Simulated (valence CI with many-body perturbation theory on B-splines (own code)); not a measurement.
## Dy¹⁷⁺: one-electron terms

Computed by valence CI with perturbative core correlation (CI+MBPT): three valence electrons over a frozen Dirac-Fock core [Kr] 4d10, a basis of 8 s, 8 p, 9 d, 9 f, 6 g, 3 h, 2 i functions for each j, with the one-electron correlation potential Σ1 (screened to all orders), the two-electron term Σ2, the three-electron term Σ3, Breit, model QED; selected single and double excitations, second order for the rest (own B-spline code, finite nucleus).

No measured spectrum was set against this ion. As an estimate, terms of the open shell hold to a few per cent of their energy, and close levels can change places. Core correlation moves these levels by up to 39000 cm⁻¹, and in measured spectra 5 to 20 % of such shifts remained as error; rates that hang on mixing are uncertain with them.

These are the spectroscopic orbitals of the CI (the correlating ones are not listed), shaped by the core and the other valence electrons. h is the expectation value of the core's Dirac-Fock operator, without the valence repulsion; Σ1 is computed up to l = 3 at one energy for each symmetry, that of its lowest orbital but kept below the first core excitation, so for empty shells it is not the orbital's own correlation shift; Breit and QED include the response of the core.

```
Orbital  h (hartree)  Σ1 (cm⁻¹)  Breit (cm⁻¹)  QED (cm⁻¹)  ⟨r⟩ (bohr)
  5s1/2      -15.551     -19718          1587        1397       1.023
  6s1/2      -9.3625      -5805           681         594       1.712
  7s1/2      -6.2951      -2755           374         329       2.546
  5p1/2      -14.382     -18853          2433       -14.7       1.068
  6p1/2      -8.7947      -5862          1094        -6.7       1.781
  7p1/2      -5.9744      -2840           613        -3.7       2.643
  5p3/2      -13.913     -17522          1390         112       1.107
  6p3/2      -8.5732      -5635           636        50.7       1.829
  7p3/2      -5.8507      -2766           388        28.8       2.700
  5d3/2       -12.01     -13121           723       -81.2       1.207
  6d3/2      -7.6388      -5119           381       -41.6       1.966
  7d3/2       -5.313      -2649           223       -24.1       2.893
  5d5/2      -11.918     -12638           388       -38.5       1.218
  6d5/2      -7.5929      -4972           205       -19.7       1.979
  7d5/2      -5.2866      -2582           123       -11.4       2.909
  4f5/2        -17.1     -28185          -391        -246      0.5907
  5f5/2      -9.7143      -9334         -14.2       -58.0       1.355
  4f7/2      -17.045     -27706         -1040        -198      0.5941
  5f7/2      -9.6953      -9273          -182       -44.6       1.358
  5g7/2      -8.1335                    -46.5        -6.1       1.448
  5g9/2      -8.1331                    -69.6        -4.0       1.448
```

Among the shells of the start configuration 4f3, Σ1 is largest in size for 4f5/2, where it is 0.75 % of h.

Lowest root of each symmetry, sizes in configuration state functions:

```
   J  Parity  Roots  Reference  Variational  Second order  Change by selected CI (cm⁻¹)  Change by second order (cm⁻¹)
 1/2    even      3         29         5059         19558                         -5093                             -4
 3/2    even      4         50         8462         44498                         -4201                             -3
 5/2    even      4         60        10269         49661                         -4294                             -4
 7/2    even      4         57        10706         74313                         -3846                             -3
 9/2    even      4         48        10348         61970                         -4047                             -4
11/2    even      3         32         8801         51211                         -3929                             -4
13/2    even      2         18         6303         34160                         -3899                             -3
 1/2     odd      2         31         3519          3048                         -5061                             -2
 3/2     odd      6         57         6983          5079                         -3426                             -1
 5/2     odd      7         70         9325         18889                         -3277                             -1
 7/2     odd      7         72        10038         22691                         -3344                             -2
 9/2     odd      7         62         9763          8806                         -2334                              0
11/2     odd      5         46         8386          2323                         -2261                             -1
13/2     odd      3         27         6493          2040                         -2248                             -1
15/2     odd      3         16         4964          1272                         -2278                              0
17/2     odd      1          6         2971          5159                         -3491                             -2
```
